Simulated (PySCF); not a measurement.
**Spin states and ions at one geometry of [IrH5]−**

PySCF 2.14.0, UKS B3LYP, Ir def2-SVP with ECP60, H def2-SVP; non-relativistic Hamiltonian with scalar-relativistic core potentials where named; density fitting; no spin-orbit coupling; singlets restricted, open shells unrestricted. The geometry is relaxed for charge -1, doublet, vacuum (a saddle point, kept by symmetry):

```xyz
6

Ir    0.0000    0.0000   -0.0218
H     0.0000    0.0000    1.5269
H     1.5658    0.0117   -0.5349
H    -0.0132    1.7002   -0.0217
H    -1.5658   -0.0117   -0.5349
H     0.0132   -1.7002   -0.0217
```

Energies count from the relaxed state; an electron taken off or put on is at rest in vacuum. Charges and spins are Mulliken's.

| state | energy (eV) | spin squared | charge on Ir1 (e) | spin on Ir1 (e) | dipole about the centre of mass (D) |
| --- | --- | --- | --- | --- | --- |
| charge -1, doublet, vacuum | 0.00 | 0.75 | -0.37 | 0.69 | 0.23 |
| charge -1, quartet, vacuum | 1.99 | 3.75 | -0.19 | 2.37 | 0.11 |
| charge -1, octet, vacuum | 14.56 | 15.75 | -0.63 | 4.41 | 4.08 |
| charge 0, singlet, vacuum | 3.09 | 0.00 | 0.10 | 0.00 | 0.06 |
| charge 0, triplet, vacuum | 3.24 | 2.02 | 0.01 | 0.45 | 0.10 |

Question: What does the state charge -1, sextet, vacuum give?

Answer: energy (eV) 7.35, spin squared 8.75, charge on Ir1 (e) -0.02, spin on Ir1 (e) 2.55, dipole about the centre of mass (D) 0.16.

With an electron taken off (singlet, the lower of the two states computed) the charges change, summed by element, by Ir +0.47 e, H +0.53 e. The vertical ionisation energy is 3.09 eV, against −ε(HOMO) = 0.63 eV over both spins of the relaxed state. The level lies 2.5 eV too high, as is usual for semilocal functionals and global hybrids, which keep a self-interaction error.

Open shells may have lower solutions than those found. A restricted singlet can lie too high where a spin-broken solution exists, which wasn't tested: charge 0, singlet, vacuum. The basis has no diffuse functions, which an anion needs.
